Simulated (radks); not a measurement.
Results of a calculation; reference values are marked as such.
Question: All-electron atom: the chromium ion Cr+ in [Ar] 3d5 (the NIST ground configuration). Code: a radial shooting solver on a logarithmic mesh with Libxc functionals. Model: scalar-relativistic Kohn-Sham, PBE, spin-unpolarised, spherical densities, finite nucleus; Fermi nuclear charge, rms radius 3.6452 fm. Some entries of the table are withheld. Estimate them.

orbital  occ.  eigenvalue (hartree)  <r> (bohr)
1s          2             -216.3793         (1)
2s          2             -24.76620         (2)
2p          6             -20.85528         (3)
3s          2              -2.97609      0.9033
3p          6              -1.92842      0.9680
3d          5                   (4)       1.416

Answer: 
(1) 1s <r> (bohr): 0.06355
(2) 2s <r> (bohr): 0.2931
(3) 2p <r> (bohr): 0.2598
(4) 3d eigenvalue (hartree): -0.36288
